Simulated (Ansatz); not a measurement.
`c1ccc(-c2ccc(-c3ccc(-c4ccc(-c5ccc(-c6ccc(-c7ccc(-c8ccc(-c9cccnc9)nc8)nc7)nc6)nc5)nc4)nc3)nc2)nc1`, 83 atoms. Hardware: 4 threads of AMD EPYC 7R13 on a shared host and a share (37 GiB) of an NVIDIA H100 80GB HBM3.

Single mean-field runs in def2-SVP are fitted with def2-universal-jkfit.

Problem. How many basis functions does each of these Ansatz runs have, and roughly what does it cost? PBE0-D4/def2-SVP, charge 0 triplet at the geometry of the charge 0 singlet, energy; r2SCAN-D4/def2-SVP, charge 0 singlet, energy and forces, from earlier orbitals; PBE-D4/def2-SVP, charge 0 singlet, relaxation, 15 steps; PBE0-D4/def2-SVP, charge -1 doublet at the geometry of the charge 0 singlet, energy; PBE0-D4/def2-SVP, charge 0 singlet, energy, from earlier orbitals; PBE-D4/def2-SVP, charge 0 triplet at the geometry of the charge 0 singlet, energy, from earlier orbitals; PBE-D4/def2-SVP, charge 0 singlet, energy and forces, from earlier orbitals; PBE-D4/def2-SVP, charge -1 doublet at the geometry of the charge 0 singlet, energy, from earlier orbitals; PBE0-D4/def2-SVP, charge 1 doublet at the geometry of the charge 0 singlet, energy; PBE-D4/def2-SVP, charge 1 doublet at the geometry of the charge 0 singlet, energy, from earlier orbitals.

Solution. Other jobs shared the machine, so times can vary by a factor of up to 3.

| run | functions | fitting or Cholesky vectors | wall time | peak host memory (GiB) |
| --- | --- | --- | --- | --- |
| PBE0-D4/def2-SVP, charge 0 singlet, energy, from earlier orbitals | 901 | 4590 | 9 s | 1.3 |
| PBE-D4/def2-SVP, charge 0 singlet, energy and forces, from earlier orbitals | 901 | 4590 | 9 s | 1.4 |
| r2SCAN-D4/def2-SVP, charge 0 singlet, energy and forces, from earlier orbitals | 901 | 4590 | 12 s | 1.5 |
| PBE-D4/def2-SVP, charge -1 doublet at the geometry of the charge 0 singlet, energy, from earlier orbitals | 901 | 4590 | 15 s | 1.6 |
| PBE-D4/def2-SVP, charge 1 doublet at the geometry of the charge 0 singlet, energy, from earlier orbitals | 901 | 4590 | 22 s | 1.7 |
| PBE0-D4/def2-SVP, charge -1 doublet at the geometry of the charge 0 singlet, energy | 901 | 4590 | 23 s | 1.6 |
| PBE-D4/def2-SVP, charge 0 triplet at the geometry of the charge 0 singlet, energy, from earlier orbitals | 901 | 4590 | 24 s | 1.7 |
| PBE0-D4/def2-SVP, charge 1 doublet at the geometry of the charge 0 singlet, energy | 901 | 4590 | 28 s | 1.6 |
| PBE0-D4/def2-SVP, charge 0 triplet at the geometry of the charge 0 singlet, energy | 901 | 4590 | 50 s | 1.8 |
| PBE-D4/def2-SVP, charge 0 singlet, relaxation, 15 steps | 901 | 4590 | 1.7 min | 1.4 |
